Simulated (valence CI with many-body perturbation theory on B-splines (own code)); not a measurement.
## E1 transitions of Au73+

Calculated by configuration interaction combined with many-body perturbation theory (CI+MBPT): four valence electrons over a frozen Dirac-Fock core [He], radial functions for each j: 11 s, 11 p, 10 d, 8 f, 5 g, 2 h, with the one-electron correlation potential Σ1, the two-electron term Σ2, the three-electron term Σ3, Breit, model QED; selected CI, second order for the rest, scaled by the run's own slope (own B-spline code, finite nucleus).

The last digits are not significant, and no measured levels were compared; by estimate large intervals hold to a few tenths of a per cent, small ones and those within an open d or f shell to about a per cent. Among the levels kept, up to 1300 cm⁻¹ of a level comes from second order outside the variational space, and about a tenth of that is noise between levels of different J, which matters for small intervals.

Lines 51 to 100 of 568 in falling wavelength, among levels below 17345 eV, chosen from the strongest by gf and those to the six lowest levels. Wavelengths and rates use the calculated energies. Electric multipoles are in the length gauge, E1 and E2 with the static RPA response of the core. Weak lines are less certain than strong ones. Lines between different terms over intervals too small for the method are left out, as are lines whose strength nearly cancels. The highest levels of a list are the least certain.

Levels are named by their leading jj configuration (3d3/2^4 stands for four electrons in 3d with j = 3/2), which in mixed levels can hold well under half, so a name can repeat and another be missing. Letters in brackets count levels of one name in rising energy.

```csv
λ vac (Å),Upper,Lower,A (s⁻¹),S (a.u.) with core polarisation,S without
40.64,(2s 2p1/2 2p3/2^2) J=3,(2s^2 2p3/2^2) J=2,1.81e+10,4.20e-03,4.20e-03
38.84,(2s 2p1/2^2 2p3/2) J=2,(2s^2 2p1/2 2p3/2) J=2,1.73e+10,2.50e-03,2.50e-03
36.75,(2s 2p1/2^2 2p3/2) J=2,(2s^2 2p1/2 2p3/2) J=1,2.24e+10,2.74e-03,2.74e-03
30.91,(2s 2p1/2 2p3/2^2) J=1 [a],(2s^2 2p3/2^2) J=2,3.64e+10,1.59e-03,1.59e-03
30.28,(2s 2p1/2 2p3/2^2) J=2 [b],(2s^2 2p3/2^2) J=2,2.96e+10,2.03e-03,2.03e-03
29.85,(2s 2p1/2^2 2p3/2) J=1,(2s^2 2p1/2 2p3/2) J=2,6.56e+10,2.59e-03,2.59e-03
28.60,(2s 2p1/2^2 2p3/2) J=1,(2s^2 2p1/2 2p3/2) J=1,1.46e+10,5.05e-04,5.06e-04
19.77,(2s 2p1/2 2p3/2 3d3/2) J=3 [b],(2s 2p1/2 2p3/2 3p1/2) J=2 [b],7.42e+11,1.98e-02,1.98e-02
19.70,(2s 2p1/2 2p3/2 3d3/2) J=1 [d],(2s 2p1/2 2p3/2 3p1/2) J=1 [c],7.93e+11,8.97e-03,8.97e-03
19.68,(2s 2p1/2 2p3/2 3d3/2) J=2 [d],(2s 2p1/2 2p3/2 3p1/2) J=1 [c],9.74e+11,1.83e-02,1.83e-02
19.53,(2s^2 2p1/2 3d3/2) J=1,(2s^2 2p1/2 3p1/2) J=0,1.01e+12,1.12e-02,1.12e-02
19.50,(2s 2p1/2 2p3/2 3d3/2) J=2 [b],(2s 2p1/2 2p3/2 3p1/2) J=2 [b],1.09e+12,2.00e-02,2.00e-02
19.37,(2s^2 2p3/2 3d5/2) J=4,(2s 2p1/2 2p3/2 3s) J=3,2.79e+11,9.00e-03,9.00e-03
19.27,(2s 2p3/2^2 3d3/2) J=1 [b],(2s 2p3/2^2 3p1/2) J=0,6.71e+11,7.11e-03,7.11e-03
19.23,(2s 2p3/2^2 3p3/2) J=3 [a],(2s 2p3/2^2 3s) J=2 [a],1.06e+12,2.60e-02,2.60e-02
19.19,(2s 2p1/2 2p3/2 3d3/2) J=1 [b],(2s 2p1/2 2p3/2 3p1/2) J=2 [b],1.49e+12,1.56e-02,1.56e-02
19.10,(2s 2p3/2^2 3p3/2) J=1 [b],(2s 2p3/2^2 3s) J=0,1.56e+12,1.61e-02,1.61e-02
19.08,(2s^2 2p3/2 3d3/2) J=2,(2s^2 2p3/2 3p1/2) J=2,7.97e+11,1.37e-02,1.37e-02
19.06,(2s 2p1/2 2p3/2 3d3/2) J=2 [a],(2s 2p1/2 2p3/2 3p1/2) J=2 [a],8.13e+11,1.39e-02,1.39e-02
19.04,(2p1/2^2 2p3/2 3d3/2) J=2,(2p1/2^2 2p3/2 3p1/2) J=2,7.98e+11,1.36e-02,1.36e-02
19.03,(2s^2 2p3/2 3d3/2) J=2,(2s^2 2p3/2 3p1/2) J=1,8.28e+11,1.41e-02,1.41e-02
19.01,(2s 2p3/2^2 3d3/2) J=3 [b],(2s 2p3/2^2 3p1/2) J=2 [b],1.64e+12,3.89e-02,3.89e-02
19.01,(2p1/2^2 2p3/2 3d3/2) J=2,(2p1/2^2 2p3/2 3p1/2) J=1,8.29e+11,1.40e-02,1.40e-02
18.98,(2s 2p3/2^2 3d3/2) J=2 [b],(2s 2p3/2^2 3p1/2) J=1 [b],8.67e+11,1.46e-02,1.46e-02
18.97,(2s 2p1/2^2 3d3/2) J=1,(2s 2p1/2^2 3p1/2) J=0,1.13e+12,1.15e-02,1.15e-02
18.96,(2s 2p3/2^2 3d3/2) J=2 [a],(2s 2p3/2^2 3p1/2) J=2 [a],1.35e+12,2.27e-02,2.27e-02
18.96,(2s 2p3/2^2 3d3/2) J=2 [b],(2s 2p3/2^2 3p1/2) J=1 [a],4.21e+11,7.08e-03,7.09e-03
18.95,(2s 2p3/2^2 3d3/2) J=3 [a],(2s 2p3/2^2 3p1/2) J=3,9.62e+11,2.26e-02,2.26e-02
18.94,(2s 2p1/2 2p3/2 3p3/2) J=1 [a],(2s 2p1/2 2p3/2 3s) J=1 [a],1.96e+12,1.97e-02,1.97e-02
18.91,(2s 2p1/2^2 3p3/2) J=1,(2s 2p1/2^2 3s) J=0,1.67e+12,1.67e-02,1.67e-02
18.91,(2s 2p3/2^2 3d3/2) J=3 [a],(2s 2p3/2^2 3p1/2) J=2 [a],7.45e+11,1.74e-02,1.74e-02
18.89,(2s 2p3/2^2 3d3/2) J=4,(2s 2p3/2^2 3p1/2) J=3,1.69e+12,5.05e-02,5.05e-02
18.88,(2s 2p1/2 2p3/2 3d3/2) J=2 [c],(2s 2p1/2 2p3/2 3p1/2) J=1 [b],1.17e+12,1.94e-02,1.94e-02
18.86,(2s 2p3/2^2 3p3/2) J=1 [a],(2s 2p3/2^2 3s) J=2 [a],2.53e+12,2.51e-02,2.51e-02
18.85,(2s 2p3/2^2 3d3/2) J=1 [a],(2s 2p3/2^2 3p1/2) J=2 [a],1.80e+12,1.79e-02,1.79e-02
18.82,(2s^2 2p3/2 3d3/2) J=3,(2s^2 2p3/2 3p1/2) J=2,1.69e+12,3.90e-02,3.90e-02
18.81,(2p1/2^2 2p3/2 3p3/2) J=1,(2p1/2^2 2p3/2 3s) J=1,1.89e+12,1.86e-02,1.86e-02
18.80,(2p1/2^2 2p3/2 3d3/2) J=3,(2p1/2^2 2p3/2 3p1/2) J=2,1.69e+12,3.88e-02,3.88e-02
18.79,(2s 2p1/2 2p3/2 3d3/2) J=3 [c],(2s 2p1/2 2p3/2 3p1/2) J=2 [c],1.70e+12,3.90e-02,3.90e-02
18.78,(2s 2p3/2^2 3d3/2) J=2 [c],(2s 2p3/2^2 3p1/2) J=2 [b],4.87e+11,7.95e-03,7.96e-03
18.78,(2s 2p3/2^2 3p3/2) J=3 [b],(2s 2p3/2^2 3s) J=2 [b],2.59e+12,5.92e-02,5.92e-02
18.77,(2s 2p1/2^2 3d3/2) J=2,(2s 2p1/2^2 3p1/2) J=1,1.68e+12,2.74e-02,2.74e-02
18.76,(2s 2p1/2 2p3/2 3d3/2) J=3 [a],(2s 2p1/2 2p3/2 3p1/2) J=2 [a],1.54e+12,3.52e-02,3.52e-02
18.75,(2s 2p3/2^2 3d3/2) J=2 [c],(2s 2p3/2^2 3p1/2) J=1 [b],7.35e+11,1.20e-02,1.20e-02
18.74,(2s 2p3/2^2 3p3/2) J=0,(2s 2p3/2^2 3s) J=1 [b],2.51e+12,8.16e-03,8.16e-03
18.74,(2s 2p1/2 2p3/2 3d3/2) J=2 [a],(2s 2p1/2 2p3/2 3p1/2) J=1 [a],8.54e+11,1.39e-02,1.39e-02
18.74,(2s^2 2p1/2 3d3/2) J=2,(2s^2 2p1/2 3p1/2) J=1,1.70e+12,2.77e-02,2.77e-02
18.73,(2s 2p3/2^2 3d3/2) J=2 [c],(2s 2p3/2^2 3p1/2) J=1 [a],4.50e+11,7.31e-03,7.31e-03
18.71,(2s 2p1/2 2p3/2 3p3/2) J=2 [b],(2s 2p1/2 2p3/2 3s) J=2 [b],1.71e+12,2.77e-02,2.77e-02
18.70,(2s^2 2p3/2 3p3/2) J=1,(2s^2 2p3/2 3s) J=1,2.12e+12,2.05e-02,2.05e-02
```
